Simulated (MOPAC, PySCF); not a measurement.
H$_{4}$O$_{3}$SSi, SMILES `O[Si](O)(O)S`, neutral singlet in the gas phase. 

Cartesian coordinates (Å):
SMILES: O[Si](O)(O)S
```xyz
9

O     -1.5982    -0.3168     0.5624
Si    -0.0883    -0.0392    -0.0093
O      0.0182     1.0615    -1.2111
O      0.4392    -1.4526    -0.6386
S      1.0319     0.7136     1.6231
H     -2.0248     0.3962     1.0423
H     -0.1236     0.7308    -2.1017
H      0.3258    -2.2424    -0.1061
H      2.0193     1.1831     0.8495
```
Charge 0, spin multiplicity 1.

All levels are single points at this geometry (ωB97X-D3(BJ)/def2-TZVP); Pople sets use spherical d functions. Orbital energies aren't observables, and empty levels follow the basis.

HF/6-31G* in PySCF gives dipole (D) = 1.08.

### Question
Estimate the dipole (D) from each of these levels: ωB97X-D3(BJ)/def2-TZVP in PySCF; B3LYP/6-31G* in PySCF; B3LYP/LANL2DZ in PySCF; SVWN5/6-31G* in PySCF; AM1 in MOPAC.

### Answer

```csv
level,dipole (D)
ωB97X-D3(BJ)/def2-TZVP in PySCF,0.77
B3LYP/6-31G* in PySCF,1.07
B3LYP/LANL2DZ in PySCF,0.72
SVWN5/6-31G* in PySCF,1.13
AM1 in MOPAC,2.28
```
